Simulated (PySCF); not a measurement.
Species: CF3OCF3, C2F6O.
Bonds: F1–C2, C2–F3, C2–F4, C2–O5, O5–C6, C6–F7, C6–F8, C6–F9.

All values: wB97X-D/pcSseg-2 (PySCF, non-relativistic), on one gas-phase PBE0-D3(BJ)/def2-TZVP geometry that isn't relaxed in the solvent. The solvent is an IEF-PCM continuum (cavity from Bondi-type radii × 1.2). The model holds no explicit solvent molecules, cavitation or dispersion.

Gas phase at wB97X-D/pcSseg-2: HOMO -13.39 eV, LUMO 4.37 eV, dipole 0.01 D.

Problem. What does the continuum do to the energy, the frontier levels and the dipole at wB97X-D/pcSseg-2 in chloroform?

Solution. 
| solvent | ε | E(solvent) − E(gas) (kJ/mol) | polarisation term (kJ/mol) | distortion of the solute (kJ/mol) | HOMO (eV) | LUMO (eV) | dipole (D) |
| --- | --- | --- | --- | --- | --- | --- | --- |
| chloroform | 4.711 | -2.51 | -2.56 | 0.05 | -13.27 | 4.48 | 0.02 |

The first energy column is the sum of the next two and covers electrostatics alone. Charge and dipole vanish, so a point-dipole model would give no lowering at all.

The values belong to the conformer `[F:1][C:2]([F:3])([F:4])[O:5][C:6]([F:7])([F:8])[F:9]`: F1–C2–O5–C6 -44°, C2–O5–C6–F7 78°.

wB97X-D is run here without its empirical dispersion term; that term would change no orbital, density or response property at a fixed geometry.
